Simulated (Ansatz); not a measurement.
Reaction (SMILES): FSF → F atom + F[S] (F-S)
B3LYP-D3(BJ)/def2-TZVP geometries, fixed; electronic energies without zero-point terms.

Energies in hartree at MP2 with Ansatz (a program for electronic structure); the bond dissociation energy is their sum with the coefficients shown, times 627.509 kcal/mol a hartree. All functions are spherical. Cores are frozen. Open shells are unrestricted. No added dispersion term, no relativity.

```tsv
species	coefficient	part	aug-cc-pV(D+d)Z	aug-cc-pV(T+d)Z	aug-cc-pV(Q+d)Z
FSF	-1	Hartree-Fock	-596.37406	-596.44816	-596.46724
FSF	-1	correlation	-0.55307	-0.69503	-0.74838
F atom	+1	Hartree-Fock	-99.38109	-99.40688	-99.41409
F atom	+1	correlation	-0.15461	-0.20523	-0.22389
F[S] (F-S)	+1	Hartree-Fock	-496.92983	-496.97242	-496.98336
F[S] (F-S)	+1	correlation	-0.32141	-0.40573	-0.43745
```

### Question
Predict the bond dissociation energy in aug-cc-pV(5+d)Z (X = 5): let each Hartree-Fock step shrink by the ratio of the last two, and fit each correlation energy at X = 3 and 4 to E + A/X^3. Compare with the run.

### Answer

- FSF: steps -0.07410 and -0.01908, ratio 0.257, so Hartree-Fock -596.47214 (run: -596.47196); A = (-0.69503 - (-0.74838))/(1/27 - 1/64) = 2.4916, correlation -0.74838 - A/64 + A/125 = -0.76738 (run: -0.77144).
- F atom: steps -0.02579 and -0.00721, ratio 0.280, so Hartree-Fock -99.41611 (run: -99.41609); A = (-0.20523 - (-0.22389))/(1/27 - 1/64) = 0.8715, correlation -0.22389 - A/64 + A/125 = -0.23054 (run: -0.23196).
- F[S] (F-S): steps -0.04259 and -0.01094, ratio 0.257, so Hartree-Fock -496.98617 (run: -496.98596); A = (-0.40573 - (-0.43745))/(1/27 - 1/64) = 1.4814, correlation -0.43745 - A/64 + A/125 = -0.44875 (run: -0.45131).
Predicted 99.12 kcal/mol; the run in aug-cc-pV(5+d)Z gives 99.20, a miss of -0.08. Keeping the value in aug-cc-pV(Q+d)Z, 98.41, would miss by -0.78. All sums are of the energies as printed.
